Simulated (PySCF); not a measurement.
H2S2, SMILES SS. Atoms are numbered in the order given.

```xyz
4

S      1.0207     0.0678     0.0551
S     -1.0207    -0.0678     0.0551
H      1.2846    -0.8625    -0.8821
H     -1.2846     0.8625    -0.8821
```
Charge 0, spin multiplicity 1.

Coordinates come from a PBE0-D3(BJ)/def2-TZVP optimisation.

All values below come from PBE/def2-TZVPD (PySCF).

The molecule is in vacuum.

Computed frontier levels, gap, dipole moment and polarisability:
```yaml
highest_occupied_level: -6.36 eV
lowest_empty_level: -2.08 eV
orbital_gap: 4.27 eV
dipole_moment: 1.10 D
quadrupole, principal values (traceless, Buckingham form, about the centre of nuclear charge): -2.66, -0.58, 3.24 D·Å
mean_static_polarisability: 45.9 bohr³ (6.80 Å³)
polarisability_principal_values: 39.5, 39.6, 58.5 bohr³
```
